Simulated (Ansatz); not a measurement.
Start from `[SiH3]NCBCl` and change one atom or group to get `N[SiH2]CBCl`.

Ansatz, PBE0-D4/def2-TZVP geometries, multiplicity 1. Each molecule was computed in one conformer, which needn't be the lowest.

```
                                        property  `[SiH3]NCBCl`
             HOMO–LUMO gap (PBE/def2-TZVPP) / eV           3.30
         HOMO–LUMO gap (ωB97M-V/def2-TZVPP) / eV          10.00
  size of the dipole moment (PBE/def2-TZVPP) / D           1.70
size of the dipole moment (B3LYP/def2-TZVPP) / D           1.69
            HOMO–LUMO gap (PBE0/def2-TZVPP) / eV           5.66
             LUMO energy (B3LYP/def2-TZVPP) / eV          -1.58
```

(1) Give the same properties after the change, and the shifts. (An estimate is asked.)

Results:

(1) Ansatz gave: 
| property | `N[SiH2]CBCl` | shift |
| --- | --- | --- |
| HOMO–LUMO gap (PBE/def2-TZVPP) / eV | 3.97 | 0.67 |
| HOMO–LUMO gap (ωB97M-V/def2-TZVPP) / eV | 10.58 | 0.58 |
| size of the dipole moment (PBE/def2-TZVPP) / D | 1.74 | 0.04 |
| size of the dipole moment (B3LYP/def2-TZVPP) / D | 1.75 | 0.06 |
| HOMO–LUMO gap (PBE0/def2-TZVPP) / eV | 6.30 | 0.64 |
| LUMO energy (B3LYP/def2-TZVPP) / eV | -1.44 | 0.14 |

With PBE0 the HOMO falls by 0.51 eV and the LUMO rises by 0.13 eV, so the gap widens by about 0.64 eV. PBE moves the HOMO by -0.48 eV and ωB97M-V by -0.53 eV. Dipoles are sizes alone; their direction can turn.

B3LYP here is the variant with VWN-RPA as its local correlation; programs differ in this.
